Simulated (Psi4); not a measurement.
H9N3Si3, charge +1, doublet, geometry from GFN2-xTB (a state made from the parent by changing its charge; the spin is typed, not shown lowest). Base run: SVWN/3-21G run with Psi4.

Here is a job for Psi4.
```
memory 2 GB

molecule mol {
1 2
  Si    1.713852   -0.427557   -0.492838
  N     0.475350   -1.548254   -0.017183
  Si   -1.175647   -1.325423    0.473383
  N    -1.513695    0.377624    0.435281
  Si   -0.538205    1.752980    0.019455
  N     1.038346    1.170630   -0.418097
  H     2.062800   -0.705453   -1.887423
  H     2.796093   -0.506702    0.490192
  H     0.771271   -2.512096   -0.027880
  H    -2.033168   -1.978210   -0.517770
  H    -1.299875   -1.779460    1.859844
  H    -2.456024    0.612708    0.706258
  H    -0.396279    2.584287    1.216386
  H    -1.129572    2.385537   -1.161229
  H     1.684753    1.899389   -0.678378
}

set basis 3-21g
set reference uks

energy('svwn')
print_variables()
```

Each row names what was changed in the base input (with any setting that the change needs).

```csv
change,ΔE vs base (µEh),SCF cycles,grid points,basis functions
base,0.0,17,317335,84
dft_radial_points = 50,-29.6,17,214979,84
dft_pruning_scheme = robust,1.3,16,216331,84
d_convergence = 1e-4,0.8,15,317335,84
level_shift = 0.3,0.0,11,317335,84
dft_spherical_points = 434,0.7,16,455696,84
scf_type = out_of_core,404,17,317335,84
scf_type = direct,404,21,317335,84
guess = sap,0.0,14,317335,84
dft_radial_scheme = mura,0.0,17,323227,84
ints_tolerance = 1e-8,0.0,17,317335,84
level_shift = 1.0,0.0,11,317335,84
basis_guess = true,0.0,4,317335,84
```

Open shells are given as the SCF converged; they aren't shown to be the lowest states, and a large step between rows can be another state.
